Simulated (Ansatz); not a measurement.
`C1=[CH][AlH][CH2]O1`. The species carries charge 0 and has multiplicity 1.

```xyz
10

C    -0.690    0.969   -0.594
C     0.484    1.330   -0.034
Al    1.181   -0.268    0.707
C    -0.399   -1.273    0.067
O    -1.203   -0.270   -0.596
H    -1.366    1.646   -1.115
H     0.765    2.372   -0.115
H     2.464   -0.726    1.512
H    -0.204   -2.057   -0.671
H    -1.032   -1.724    0.838
```

(1) List the harmonic frequencies (cm⁻¹, unscaled) at PBE0-D4/def2-TZVP in Ansatz. (Estimate.)

(2) Is this a minimum?

(3) Give the ideal-gas thermochemistry at 298.15 K and 1 bar (rigid rotor, harmonic oscillator; point group Cs, symmetry number 1).

(4) Rotational constants (cm⁻¹)?

Answers

(1) The calculation gave: 168, 348, 434, 436, 548, 611, 620, 708, 784, 822, 916, 993, 1030, 1181, 1213, 1291, 1348, 1441, 1575, 1945, 3051, 3093, 3152, 3228.

(2) Yes, all 24 modes are real.

(3) Zero-point energy 185.0 kJ/mol; H(298) − E = 201.4 kJ/mol; entropy 304.6 J/(mol·K), of which translation 164.1, rotation 107.4, vibration 33.0; G(298) − E = 110.6 kJ/mol.

(4) 0.2254, 0.158, 0.09451.
